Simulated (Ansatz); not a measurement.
Total energies of `N#[C][GeH][Cl]` radical.

```xyz
5

N     0.9313   -0.5321    2.0781
C     0.4283   -0.1710    1.1048
Ge   -0.4205    0.6001   -0.4362
Cl    0.8483    0.1848   -2.1053
H    -1.7875   -0.0818   -0.6414
```

The species carries charge 0 and has multiplicity 2. Correlated methods include outer-core shells of Ge, which these sets cover unevenly. Scalar relativity is left out up to krypton. Geometry: relaxed with PBE0-D4/def2-TZVP. Basis def2-TZVPP, the Gaussian-basis code of Ansatz.

RPA on PBE orbitals: Hartree–Fock energy of these orbitals -2627.76078 Eh, correlation -1.17600 Eh (frozen core).

```
functional  energy without D4 (Eh)  D4 term (kJ/mol)
       PBE             -2630.08511             -12.0
      PBE0             -2630.17211             -10.2
```

(1) Give the same for LDA (SPW92), revPBE, BLYP, r2SCAN, B97M-V, B3LYP, r2SCANh, r2SCAN0, HSE06 (plane-wave form), BHLYP, CAM-B3LYP, LC-ωPBE, ωB97X-V, ωB97M-V, B2PLYP, PBE-QIDH. (Estimate.)

B3LYP takes the VWN-RPA correlation (the form of Gaussian; ORCA's B3LYP/G). HSE06 is the plane-wave form, built on full-range PBE exchange. The double hybrids freeze the cores in their second-order part.

Results:

(1) The calculation gave: 
```
             functional  energy without D4 (Eh)  D4 term (kJ/mol)
            LDA (SPW92)             -2625.25217                 –
                 revPBE             -2630.43120             -31.6
                   BLYP             -2630.73523             -25.9
                 r2SCAN             -2630.60654              -2.7
                 B97M-V             -2630.18077                 –
                  B3LYP             -2630.75804             -19.7
                r2SCANh             -2630.59026              -3.0
                r2SCAN0             -2630.56725              -3.3
HSE06 (plane-wave form)             -2630.16068              -9.6
                  BHLYP             -2630.62270             -16.9
              CAM-B3LYP             -2630.78591             -10.5
                LC-ωPBE             -2630.22039                 –
                ωB97X-V             -2630.40494                 –
                ωB97M-V             -2630.53536                 –
                 B2PLYP             -2630.13220                 –
               PBE-QIDH             -2629.74505                 –
```

LC-ωPBE has ω = 0.4 bohr⁻¹.
